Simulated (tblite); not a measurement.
Species: C5H10O2P (charge -1).
SMILES with atom numbers: `[CH3:1][CH2:2][P@@:3](=[O:4])([O-:5])[CH:6]1[CH2:7][CH2:8]1` (hydrogens: H9, H10, H11 on C1; H12, H13 on C2; H14 on C6; H15, H16 on C7; H17, H18 on C8)
Bond orders are those of one Lewis drawing.

Computed with GFN2-xTB (tblite), gas phase: L-BFGS steps from a force-field or distance-geometry start until the largest atomic force falls under 0.01 eV/Å.

Step 117: E = -728.1598 eV
```
atom  x, y, z in Å  |  force x, y, z in eV/Å
C1      2.0630    0.4211    0.2204    0.060  -0.116   0.020
C2      1.7307   -0.8444   -0.5462    0.089  -0.025  -0.104
P3     -0.0844   -1.3123   -0.4117    0.050  -0.039  -0.068
O4     -0.3776   -2.3583   -1.4343   -0.021   0.039   0.033
O5     -0.4232   -1.5795    1.0142    0.008  -0.006   0.030
C6     -0.8711    0.2952   -0.9163    0.017   0.028   0.011
C7     -1.4351    1.1469    0.1747    0.046  -0.027  -0.074
C8     -2.3491    0.3436   -0.6923    0.055   0.025   0.057
H9      1.6461    0.3346    1.2167   -0.087   0.023   0.144
H10     1.6207    1.2884   -0.2620   -0.027   0.039  -0.017
H11     3.1400    0.5876    0.3131    0.026  -0.047  -0.072
H12     2.2699   -1.7110   -0.1317   -0.112   0.173  -0.046
H13     2.0169   -0.7593   -1.6014   -0.074  -0.005   0.116
H14    -0.4785    0.7874   -1.8039   -0.053  -0.056   0.071
H15    -1.4196    2.2241    0.0528   -0.017   0.025   0.025
H16    -1.2814    0.8061    1.1886    0.013  -0.012  -0.057
H17    -2.8021   -0.5384   -0.2544    0.054   0.069  -0.071
H18    -2.9737    0.8747   -1.4027   -0.026  -0.087   0.002
```

Step 118: E = -728.1648 eV
```
atom  x, y, z in Å  |  force x, y, z in eV/Å
C1      2.0646    0.4059    0.2440   -0.051  -0.090   0.061
C2      1.7278   -0.8356   -0.5650    0.100   0.072  -0.045
P3     -0.0812   -1.3070   -0.4005    0.027  -0.025  -0.003
O4     -0.3865   -2.3709   -1.3995   -0.035   0.006   0.006
O5     -0.4008   -1.5487    1.0361    0.016   0.009  -0.052
C6     -0.8733    0.2921   -0.9270    0.011   0.024   0.002
C7     -1.4341    1.1558    0.1551    0.031  -0.023  -0.054
C8     -2.3509    0.3389   -0.6971    0.069   0.011   0.074
H9      1.6654    0.2780    1.2496   -0.020   0.021  -0.040
H10     1.6032    1.2923   -0.1948    0.040  -0.099   0.030
H11     3.1417    0.5757    0.3230    0.025  -0.026  -0.072
H12     2.2796   -1.7119   -0.1902   -0.108   0.175  -0.037
H13     1.9909   -0.7133   -1.6235   -0.070   0.003   0.155
H14    -0.4861    0.7782   -1.8212   -0.051  -0.086   0.086
H15    -1.4187    2.2314    0.0198   -0.031   0.032   0.016
H16    -1.2721    0.8299    1.1732   -0.001  -0.019  -0.068
H17    -2.7968   -0.5410   -0.2449    0.061   0.103  -0.088
H18    -2.9813    0.8564   -1.4135   -0.012  -0.091   0.028
```

Step 119: E = -728.1694 eV
```
atom  x, y, z in Å  |  force x, y, z in eV/Å
C1      2.0714    0.3938    0.2571   -0.061   0.031   0.038
C2      1.7225   -0.8271   -0.5735    0.084   0.028  -0.023
P3     -0.0813   -1.3002   -0.3880    0.003  -0.048  -0.022
O4     -0.3959   -2.3757   -1.3718   -0.031   0.015   0.009
O5     -0.3906   -1.5255    1.0534    0.012   0.017  -0.055
C6     -0.8716    0.2944   -0.9304   -0.017  -0.004   0.018
C7     -1.4393    1.1599    0.1443    0.021   0.009  -0.033
C8     -2.3503    0.3349   -0.7051    0.077   0.014   0.042
H9      1.6889    0.2489    1.2671   -0.006  -0.007  -0.054
H10     1.5990    1.2907   -0.1540    0.098  -0.149   0.045
H11     3.1511    0.5578    0.3175   -0.003   0.012  -0.058
H12     2.2840   -1.7071   -0.2260   -0.099   0.132  -0.035
H13     1.9632   -0.6832   -1.6336   -0.044   0.012   0.137
H14    -0.4849    0.7772   -1.8239   -0.018  -0.068   0.028
H15    -1.4288    2.2351    0.0080   -0.034   0.042  -0.002
H16    -1.2748    0.8386    1.1620   -0.009  -0.033  -0.017
H17    -2.7870   -0.5476   -0.2525    0.026   0.072  -0.055
H18    -2.9842    0.8411   -1.4267    0.001  -0.075   0.036
```

Step 120: E = -728.1727 eV
```
atom  x, y, z in Å  |  force x, y, z in eV/Å
C1      2.0710    0.3875    0.2705   -0.037   0.016   0.045
C2      1.7154   -0.8182   -0.5780   -0.044   0.181   0.101
P3     -0.0803   -1.3000   -0.3880   -0.035   0.050   0.029
O4     -0.3969   -2.3761   -1.3663   -0.042  -0.103  -0.096
O5     -0.3847   -1.5230    1.0538   -0.008   0.017   0.009
C6     -0.8719    0.2894   -0.9379   -0.056   0.009   0.040
C7     -1.4306    1.1650    0.1324   -0.003   0.035   0.015
C8     -2.3487    0.3327   -0.7024    0.055  -0.003   0.018
H9      1.6904    0.2338    1.2797    0.029  -0.040  -0.044
H10     1.6019    1.2892   -0.1222    0.031  -0.030  -0.025
H11     3.1514    0.5468    0.3204    0.009   0.010  -0.012
H12     2.2747   -1.6925   -0.2459    0.073  -0.139   0.038
H13     1.9443   -0.6582   -1.6308    0.021   0.045  -0.074
H14    -0.4941    0.7625   -1.8383    0.010  -0.044  -0.011
H15    -1.4206    2.2413   -0.0058   -0.037  -0.003  -0.026
H16    -1.2586    0.8491    1.1514   -0.019  -0.027  -0.032
H17    -2.7813   -0.5473   -0.2409    0.030   0.072  -0.033
H18    -2.9900    0.8243   -1.4281    0.024  -0.045   0.058
```

Problem. Estimate the geometry and energy of step 121. (The exact step hangs on the optimiser's Hessian estimate; all steps are aligned on step 120, rigid shifts and turns removed.)

Solution. E = -728.1745 eV, largest force 0.115 eV/Å
```
atom  x, y, z in Å  |  force x, y, z in eV/Å
C1      2.0740    0.3806    0.2856    0.013   0.042  -0.032
C2      1.7097   -0.8072   -0.5820    0.059   0.008  -0.009
P3     -0.0812   -1.2987   -0.3794   -0.033   0.006  -0.012
O4     -0.3979   -2.3853   -1.3477   -0.030  -0.054  -0.058
O5     -0.3796   -1.5109    1.0653   -0.016   0.024   0.007
C6     -0.8739    0.2850   -0.9439   -0.046   0.012   0.061
C7     -1.4292    1.1691    0.1215    0.001   0.018   0.010
C8     -2.3487    0.3311   -0.7056    0.045   0.012   0.015
H9      1.7033    0.2119    1.2940    0.017  -0.061   0.005
H10     1.6024    1.2883   -0.0889    0.028  -0.011  -0.023
H11     3.1561    0.5361    0.3238   -0.011   0.022   0.006
H12     2.2814   -1.6916   -0.2770   -0.025   0.026  -0.038
H13     1.9171   -0.6223   -1.6414    0.019   0.003   0.113
H14    -0.4958    0.7476   -1.8485    0.016  -0.026  -0.033
H15    -1.4226    2.2449   -0.0197   -0.027  -0.008  -0.038
H16    -1.2519    0.8557    1.1395   -0.024  -0.021  -0.001
H17    -2.7804   -0.5455   -0.2405    0.009   0.030   0.002
H18    -2.9915    0.8177   -1.4317    0.005  -0.021   0.026
```

The energy changes by -0.0018 eV. The first-order estimate −F·Δx gives -0.0041 eV and the mean of the old and new forces, exact on a quadratic surface, -0.0017 eV. The step makes an angle of 83° with the force vector and moves no atom by more than 0.046 Å.

Run on one thread of an Arm Neoverse V1, shared host.
